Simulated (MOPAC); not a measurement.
A run for MOPAC: AM1 on C2H6BCl (SMILES CCBCl), a point of a torsion scan.

```
AM1 1SCF PRECISE CHARGE=0 THREADS=1
C2H6BCl

C     -1.19349375 1     0.53174149 1    -0.13395671 1
C      0.04014878 1    -0.38570849 1    -0.05591406 1
B      0.65167262 1    -0.62702999 1     1.37956634 1
Cl     2.05755533 1    -1.56269315 1     1.53574892 1
H     -1.47543002 1     0.89437451 1     0.85085684 1
H     -2.04802534 1     0.00624588 1    -0.55156372 1
H     -0.99719558 1     1.39712876 1    -0.76123853 1
H      0.82000768 1     0.00105659 1    -0.71859937 1
H     -0.21014318 1    -1.35923308 1    -0.48974791 1
H      0.17509397 1    -0.19271627 1     2.36066424 1
```

The log:

```
*******************************************************************************
 **                                                                           **
 **                              MOPAC v23.2.5                                **
 **                                                                           **
 *******************************************************************************
 ** MOPAC's Digital Object Identifier: https://doi.org/10.5281/zenodo.6511958 **
 **                                                                           **
 ** Please cite the open-source release paper for use of this MOPAC version:  **
 ** J. E. Moussa and J. J. P. Stewart (2026)                                  **
 ** MOPAC: An open-source semiempirical molecular orbital program             **
 ** J. Open Source Softw., 11(119), 8025, https://doi.org/10.21105/joss.08025 **
 *******************************************************************************

                              AM1 CALCULATION RESULTS

 *******************************************************************************
 *  AM1        - The AM1 Hamiltonian to be used
 *
 *
 *
 *                 CHARGE ON SYSTEM = 0
 *
 *
 *
 *  PRECISE    - TIGHTER CRITERIA TO BE USED
 *  1SCF       - DO 1 SCF AND THEN STOP
 *  THREADS=1  - MULTI-THREADING NOT USED
 *  T=         - A TIME OF 172800.0 SECONDS REQUESTED
 *  DUMP=N     - RESTART FILE WRITTEN EVERY 7200.0 SECONDS REQUESTED
 *******************************************************************************
AM1 1SCF PRECISE CHARGE=0 THREADS=1
 C2H6BCl

   ATOM   CHEMICAL          X               Y               Z
  NUMBER   SYMBOL      (ANGSTROMS)     (ANGSTROMS)     (ANGSTROMS)

     1       C         -1.19349375  *   0.53174149  *  -0.13395671  *
     2       C          0.04014878  *  -0.38570849  *  -0.05591406  *
     3       B          0.65167262  *  -0.62702999  *   1.37956634  *
     4      Cl          2.05755533  *  -1.56269315  *   1.53574892  *
     5       H         -1.47543002  *   0.89437451  *   0.85085684  *
     6       H         -2.04802534  *   0.00624588  *  -0.55156372  *
     7       H         -0.99719558  *   1.39712876  *  -0.76123853  *
     8       H          0.82000768  *   0.00105659  *  -0.71859937  *
     9       H         -0.21014318  *  -1.35923308  *  -0.48974791  *
    10       H          0.17509397  *  -0.19271627  *   2.36066424  *



          CARTESIAN COORDINATES

    NO.       ATOM           X           Y           Z

     1         C         -1.1935      0.5317     -0.1340
     2         C          0.0401     -0.3857     -0.0559
     3         B          0.6517     -0.6270      1.3796
     4        Cl          2.0576     -1.5627      1.5357
     5         H         -1.4754      0.8944      0.8509
     6         H         -2.0480      0.0062     -0.5516
     7         H         -0.9972      1.3971     -0.7612
     8         H          0.8200      0.0011     -0.7186
     9         H         -0.2101     -1.3592     -0.4897
    10         H          0.1751     -0.1927      2.3607

  H: (AM1): M.J.S. DEWAR ET AL, J. AM. CHEM. SOC. 107 3902-3909 (1985)
  B: (AM1): M.J.S. DEWAR ET AL, ORGANOMETALLICS, 7, 513-521 (1988)
  C: (AM1): M.J.S. DEWAR ET AL, J. AM. CHEM. SOC. 107 3902-3909 (1985)
 Cl: (AM1): M.J.S. DEWAR AND E. G. ZOEBISCH, THEOCHEM, 180, 1 (1988).

           Empirical Formula: C2 H6 B Cl  =    10 atoms



      MOLECULAR POINT GROUP   :   Cs


      RHF CALCULATION, NO. OF DOUBLY OCCUPIED LEVELS = 12


 -------------------------------------------------------------------------------
 AM1 1SCF PRECISE CHARGE=0 THREADS=1
 C2H6BCl



     1SCF WAS SPECIFIED, SO BFGS WAS NOT USED
     SCF FIELD WAS ACHIEVED


                              AM1 CALCULATION
                                                       MOPAC v23.2.5 Linux




          FINAL HEAT OF FORMATION =        -37.54770 KCAL/MOL =    -157.09956 KJ/MOL


          COSMO AREA              =        117.02 SQUARE ANGSTROMS
          COSMO VOLUME            =        102.40 CUBIC ANGSTROMS

          IONIZATION POTENTIAL    =         10.820380 EV
          HOMO LUMO ENERGIES (EV) =        -10.820  1.224
          NO. OF FILLED LEVELS    =         12
          MOLECULAR WEIGHT        =         76.3324         POINT GROUP:  Cs

          MOLECULAR DIMENSIONS (Angstroms)

            Atom       Atom       Distance
            H     6   Cl     4     4.86562
            H    10    H     8     3.03824
            H     9    H     7     2.33933


          SCF CALCULATIONS        =          1





   ATOM   CHEMICAL          X               Y               Z
  NUMBER   SYMBOL      (ANGSTROMS)     (ANGSTROMS)     (ANGSTROMS)

     1       C         -1.19349375  *   0.53174149  *  -0.13395671  *
     2       C          0.04014878  *  -0.38570849  *  -0.05591406  *
     3       B          0.65167262  *  -0.62702999  *   1.37956634  *
     4      Cl          2.05755533  *  -1.56269315  *   1.53574892  *
     5       H         -1.47543002  *   0.89437451  *   0.85085684  *
     6       H         -2.04802534  *   0.00624588  *  -0.55156372  *
     7       H         -0.99719558  *   1.39712876  *  -0.76123853  *
     8       H          0.82000768  *   0.00105659  *  -0.71859937  *
     9       H         -0.21014318  *  -1.35923308  *  -0.48974791  *
    10       H          0.17509397  *  -0.19271627  *   2.36066424  *

                             CARTESIAN COORDINATES

   1    C       -1.193493750     0.531741490    -0.133956710
   2    C        0.040148780    -0.385708490    -0.055914060
   3    B        0.651672620    -0.627029990     1.379566340
   4   Cl        2.057555330    -1.562693150     1.535748920
   5    H       -1.475430020     0.894374510     0.850856840
   6    H       -2.048025340     0.006245880    -0.551563720
   7    H       -0.997195580     1.397128760    -0.761238530
   8    H        0.820007680     0.001056590    -0.718599370
   9    H       -0.210143180    -1.359233080    -0.489747910
  10    H        0.175093970    -0.192716270     2.360664240


           Empirical Formula: C2 H6 B Cl  =    10 atoms



      MOLECULAR POINT GROUP   :   Cs


                  EIGENVALUES
 -37.31542 -33.64288 -25.33156 -20.55201 -15.26786 -15.17187 -14.14896 -12.87917
 -12.64333 -12.50973 -11.95721 -10.82038   1.22441   1.38366   3.98471   4.01768
   4.27163   4.76743   4.90024   4.98060   5.13275   5.59074


              NET ATOMIC CHARGES AND DIPOLE CONTRIBUTIONS

  ATOM NO.   TYPE          CHARGE      No. of ELECS.   s-Pop       p-Pop
    1          C          -0.194079        4.1941     1.21366     2.98042
    2          C          -0.289783        4.2898     1.23783     3.05195
    3          B           0.235784        2.7642     1.23684     1.52738
    4         Cl          -0.148532        7.1485     1.97703     5.17150
    5          H           0.073094        0.9269     0.92691
    6          H           0.071408        0.9286     0.92859
    7          H           0.071323        0.9287     0.92868
    8          H           0.098418        0.9016     0.90158
    9          H           0.098763        0.9012     0.90124
   10          H          -0.016397        1.0164     1.01640
 DIPOLE           X         Y         Z       TOTAL
 POINT-CHG.    -0.961     0.612    -0.240     1.164
 HYBRID        -0.034    -0.027    -0.312     0.315
 SUM           -0.995     0.585    -0.552     1.279


          ATOMIC ORBITAL ELECTRON POPULATIONS

     Atom    s        px        py        pz
    1  C   1.21366   0.96759   0.99200   1.02083
    2  C   1.23783   0.99513   1.01133   1.04549
    3  B   1.23684   0.48064   0.31315   0.73358
    4 Cl   1.97703   1.48847   1.71173   1.97130
    5  H   0.92691
    6  H   0.92859
    7  H   0.92868
    8  H   0.90158
    9  H   0.90124
   10  H   1.01640

 **********************
 *                    *
 * JOB ENDED NORMALLY *
 *                    *
 **********************




 == MOPAC DONE ==
```

The run finished.

Cost: around 0.04 core-seconds (rough).
